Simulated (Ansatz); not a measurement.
Species: CH3GeO, charge 0, doublet. CH3GeO (SMILES O=[CH][GeH2], doublet).
B3LYP-D3(BJ)/def2-TZVP minimum from Ansatz (a quantum-chemistry and plane-wave program):
```
C
O 1 1.2025
H 1 1.1116 2 121.04
Ge 1 2.0031 3 115.93 2 -178.08
H 4 1.5439 1 111.45 3 -159.59
H 4 1.5487 5 111.43 1 -124.74
```
Charge 0, spin multiplicity 2.

Total energies in cc-pVDZ, 17 correlated electrons, 16 frozen orbitals. UHF or UKS for unpaired electrons; spin-orbit terms are left out. Cores are frozen in correlated methods (noble-gas shells, and filled d and f shells in the p block). No relativity. The UHF reference of CH3GeO (O=[CH][GeH2], doublet) is spin-contaminated (<S^2> up to 0.07 over the pure value in the sets run).

| method | program | energy (Eh) | minus CCSDT(Q) (mEh) |
|---|---|---|---|
| HF | Ansatz | -2189.75542 | 436.77 |
| MP2 | Ansatz | -2190.14114 | 51.06 |
| CCSD | Ansatz | -2190.17572 | 16.47 |
| CCSD(T) | Ansatz | -2190.18949 | 2.71 |
| CCSDT(Q) | Ansatz | -2190.19220 | 0.00 |

Rough core times of Ansatz's runs on a shared machine: CCSD(T) 20 s, CCSDT(Q) 20 min.
